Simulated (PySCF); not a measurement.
Species: 2-(trifluoroacetyl)thiophene, C₆H₃F₃OS.
SMILES: `c1ccc(s1)C(=O)C(F)(F)F`

Computed with TDDFT wB97X-D/def2-SVPD, vertical, gas phase, core orbitals frozen in the response (PySCF 2.14.0, density-fitted response routines). Isolated species at its PBE0-D3(BJ)/def2-SVP geometry (one conformer only). Torsions of this conformer, `[O:1]=[C:2]([c:3]1[cH:4][cH:5][cH:6][s:7]1)[C:8]([F:9])([F:10])[F:11]`: O1–C2–C3–C4 179°, O1–C2–C8–F9 0°.

Computed singlets:

```csv
state,E (eV),f
S1,4.07,0.0003
S2,4.66,0.176
S3,4.98,0.159
S4,6.74,0.0001
S5,6.77,0.0015
S6,6.82,0.0014
S7,7.00,0.022
S8,7.23,0.184
S9,7.46,0.0028
S10,7.54,0.0002
```

Build the mean polarisability up from these states and compare it with the full response value.

Each state adds f / ΔE² (ΔE in hartree, 27.2114 eV).

```json
{"state": "S1", "f/ΔE² (au)": "0.01", "running sum (au)": "0.01", "running share of α (%)": "0.0"}
{"state": "S2", "f/ΔE² (au)": "6.00", "running sum (au)": "6.02", "running share of α (%)": "6.5"}
{"state": "S3", "f/ΔE² (au)": "4.74", "running sum (au)": "10.76", "running share of α (%)": "11.6"}
{"state": "S4", "f/ΔE² (au)": "0.00", "running sum (au)": "10.76", "running share of α (%)": "11.6"}
{"state": "S5", "f/ΔE² (au)": "0.02", "running sum (au)": "10.78", "running share of α (%)": "11.6"}
{"state": "S6", "f/ΔE² (au)": "0.02", "running sum (au)": "10.81", "running share of α (%)": "11.6"}
{"state": "S7", "f/ΔE² (au)": "0.33", "running sum (au)": "11.13", "running share of α (%)": "12.0"}
{"state": "S8", "f/ΔE² (au)": "2.60", "running sum (au)": "13.74", "running share of α (%)": "14.8"}
{"state": "S9", "f/ΔE² (au)": "0.04", "running sum (au)": "13.77", "running share of α (%)": "14.8"}
{"state": "S10", "f/ΔE² (au)": "0.00", "running sum (au)": "13.78", "running share of α (%)": "14.8"}
```

The full response gives 92.81 au (13.75 Å³), so 79.0 au comes from the higher roots of the same equations.

By how much does the contribution of these states grow at 589.3 nm?

With ω = 0.0773 hartree each state's term in the mean polarisability goes from f / ΔE² to f / (ΔE² − ω²); the sum over all 10 states goes from 13.78 to 16.63 au, a rise of 2.86 au.

The largest single term belongs to S2, although S8 has the larger f: the term falls with the square of the energy.

A one-level model with all 60 active electrons at a single energy would need ΔE = √(N/α) = 21.9 eV to give this α, against S1 at 4.07 eV.
